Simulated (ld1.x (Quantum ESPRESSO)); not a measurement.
How hard is this Tl TM potential?

```
Element                 : thallium (Tl)
Generator               : ld1.x (Quantum ESPRESSO) 7.5
Type                    : norm-conserving Troullier–Martins (Kleinman–Bylander form)
Functional              : LDA (PZ)
Relativity              : scalar-relativistic
Frozen core             : [Xe] 4f14
Valence charge          : 13
Reference configuration : 5d10 6s2 6p0 (charge +1)
Partial waves           : 6s (bound): rc 1.75 bohr; 6p (bound, empty): rc 2.40 bohr; 5d (bound): rc 1.15 bohr; 5f channel at 0.3 Ry: rc 2.60 bohr
Local potential         : the f channel
Core correction         : none
```

The pseudo-atom Hamiltonian at the reference potential is diagonalised in spherical Bessel functions j_l(qr) that vanish at 20 bohr, with q² up to the cutoff. All-electron valence levels (Ry): 6s -1.2268, 6p -0.6207, 5d -1.6888.

Task: How do the lowest levels (Ry) of each channel move with the cutoff, and are there ghosts?

Result:

```tsv
cutoff (Ry)	s #1	s #2	s #3	p #1	d #1	d #2	f #1	Σ f·Δε (mRy)
8	-1.2084	-0.2660	-0.0955	-0.6181	-0.6146	-0.1208	-0.0490	10779.7
12	-1.2473	-0.7461	-0.2650	-0.6208	-0.9397	-0.1381	-0.0490	7531.0
18	-1.6400	-1.2092	-0.2652	-0.6209	-1.3159	-0.1532	-0.0491	3765.7
25	-1.7968	-1.2227	-0.2656	-0.6211	-1.5243	-0.1611	-0.0491	1654.9
35	-1.8105	-1.2241	-0.2656	-0.6212	-1.6643	-0.1667	-0.0491	251.3
40	-1.8158	-1.2251	-0.2657	-0.6212	-1.6824	-0.1674	-0.0491	68.6
50	-1.8231	-1.2267	-0.2658	-0.6212	-1.6876	-0.1676	-0.0491	13.8
60	-1.8239	-1.2268	-0.2658	-0.6212	-1.6877	-0.1676	-0.0491	12.6
80	-1.8245	-1.2271	-0.2659	-0.6212	-1.6885	-0.1676	-0.0491	4.0
100	-1.8247	-1.2272	-0.2659	-0.6212	-1.6888	-0.1676	-0.0491	0.9
120	-1.8249	-1.2272	-0.2659	-0.6212	-1.6888	-0.1676	-0.0491	0.7
400	-1.8250	-1.2273	-0.2659	-0.6212	-1.6888	-0.1676	-0.0491	0.0
```

Result: ghost state, extra bound levels that the all-electron valence spectrum of the same l lacks: s at -24.8 eV (a true bound ghost makes a file unfit for plane-wave use); 10 mRy is reached at 70 Ry and 1 mRy at 100 Ry.
